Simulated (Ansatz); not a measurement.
WS2F2⁺. The state is a doublet with charge 1. Geometry PBE-D4/def2-SVP, that of the neutral singlet; atoms count from 1.

```xyz
5

W    -0.064   -0.061   -0.081
S     1.627   -0.776    1.019
S    -0.402    1.957    0.544
F    -1.549   -1.079    0.410
F     0.388   -0.040   -1.892
```

In the def2 sets W takes a core potential; there is no spin–orbit coupling.

(1) Estimate the Mulliken populations from the PBE0/def2-TZVP orbitals of Ansatz.

(2) Where does the spin sit?

(3) And the Mayer bond orders between heavy atoms (over 0.3)?

Results:

(1) 
```tsv
atom	charge (e)	spin (α − β)	d electrons
W1	1.34	-0.35	3.73
S2	0.10	0.68	–
S3	0.10	0.68	–
F4	-0.27	0.00	–
F5	-0.27	0.00	–
```
Mulliken values depend strongly on the basis.

(2) Summed by element: W -0.35, S 1.35, F -0.01, of 1 unpaired in all. Largest on single atoms: S2 0.68, S3 0.68, W1 -0.35.

(3) W1–S2 1.96 (2.14 Å); W1–S3 1.96 (2.14 Å); W1–F4 1.06 (1.87 Å); W1–F5 1.06 (1.87 Å).
